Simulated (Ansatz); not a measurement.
**Telling isomers of CH3BBr apart by their spectra**

These gas-phase data were calculated for one isomer of CH3BBr at B3LYP/6-31G* (harmonic, unscaled wavenumbers; equilibrium rotational constants with average atomic masses):

```
rotational constants            : 47.03, 4.044, 3.724 GHz
all wavenumbers above 1500 cm⁻¹ : 3207, 2717, 2627
```

Candidates:

(1) `[CH2]BBr`, a doublet
(2) `C[B]Br`, a doublet
(3) `B[CH]Br`, a doublet

Which structure fits?

Candidate (3). The band at 2717 cm⁻¹ lies where the B–H stretch is expected; (2) has no mode between 2350 and 2900 cm⁻¹. 2 modes lie between 2350 and 2900 cm⁻¹, one for each B–H bond, while (1) has 1.

The same quantities for all candidates:

```tsv
	rotational constants (GHz)	wavenumbers above 1500 cm⁻¹	E above the lowest, B3LYP/6-31G* (kcal/mol)
(1)	44.74, 3.845, 3.541	3234, 3149, 2712	0.0
(2)	60.55, 3.493, 3.371	3118, 3079, 3016	9.9
(3)	47.03, 4.044, 3.724	3207, 2717, 2627	27.9
```

Each candidate is one conformer. Open shells are spin-unrestricted. Programs: Ansatz 0.2.0.
